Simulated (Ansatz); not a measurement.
**Ligand exchange: Sc(CH3)F2 + HOF → ScF3 + CH4O**

Species: Sc(CH3)F2, singlet; HOF (hypofluorous acid) `OF`, singlet; ScF3 `[F][Sc]([F])[F]`, singlet; CH4O (methanol) `CO`, singlet. The partners trade CH3 for F: Sc–CH3 and O–F bonds give way to Sc–F and O–CH3.

Shapes, held fixed at every level: PBE0-D4/def2-TZVP. Programs: Ansatz 0.2.0. Electronic energies: no zero-point or thermal term.

(1) Estimate ΔE of this reaction.

Results:

(1) The highest level, CCSD(T)/def2-TZVPP, gives ΔE = -561.2 kJ/mol; the levels span -593.6 to -539.9. The column of differences is taken from that level and isn't an error. No measured value is set beside it here. Correlated rows may include outer-core shells of Sc, which these sets cover unevenly.

```csv
level,kind,ΔE (kJ/mol),less CCSD(T)/def2-TZVPP
PBE-D4/def2-TZVPP,GGA,-539.9,+21.3
B3LYP-D4/def2-TZVPP,global hybrid,-557.5,+3.7
wB97M-V/def2-TZVPP,range-separated hybrid,-557.3,+3.9
wB97X-V/def2-TZVPP,range-separated hybrid,-560.5,+0.7
MP2/def2-SVP,perturbation theory,-593.6,-32.4
MP2/def2-TZVPP,perturbation theory,-585.8,-24.6
CCSD/def2-SVP,coupled cluster or CI,-576.7,-15.5
CCSD(T)/def2-TZVPP,coupled cluster or CI,-561.2,0.0
```
